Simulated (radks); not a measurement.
Isoelectronic series with 40 electrons, each ion in its NIST ground configuration. All-electron calculation, Dirac Kohn-Sham, PBEsol, spin-unpolarised, spherical densities, finite nucleus; open shells are shared between the two j in proportion to 2j + 1; Fermi nuclear charge, rms radius of each element as measured or else 0.836 A^(1/3) + 0.57 fm. Program: a radial shooting solver on a logarithmic mesh with Libxc functionals. Total energies (hartree) and mean radii <r> (bohr):

| ion | configuration | E (hartree) | 4d5/2 | 4d3/2 |
|---|---|---|---|---|
| Zr | [Kr] 4d2 5s2 | -3596.86566 | 2.310 | 2.281 |
| Mo2+ | [Kr] 4d4 | -4046.14079 | 1.730 | 1.714 |
| Ru4+ | [Kr] 4d4 | -4525.44904 | 1.373 | 1.362 |
| Pd6+ | [Kr] 4d4 | -5034.75923 | 1.166 | 1.157 |
| Cd8+ | [Kr] 4d4 | -5574.28379 | 1.023 | 1.016 |
| Sn10+ | [Kr] 4d4 | -6144.30076 | 0.9167 | 0.9096 |
| Te12+ | [Kr] 4d4 | -6745.12295 | 0.8327 | 0.8260 |
| Xe14+ | [Kr] 4d4 | -7377.11141 | 0.7643 | 0.7578 |
| Ba16+ | [Kr] 4d4 | -8040.6507 | 0.7072 | 0.7009 |
| Ce18+ | [Kr] 4d4 | -8736.1659 | 0.6586 | 0.6524 |
| Nd20+ | [Kr] 4d4 | -9464.1139 | 0.6167 | 0.6106 |
| Sm22+ | [Kr] 4d4 | -10224.9560 | 0.5801 | 0.5740 |
| Gd24+ | [Kr] 4d4 | -11019.2690 | 0.5478 | 0.5417 |
| Dy26+ | [Kr] 4d4 | -11847.6094 | 0.5191 | 0.5129 |
| Er28+ | [Kr] 4d4 | -12710.6051 | 0.4933 | 0.4871 |
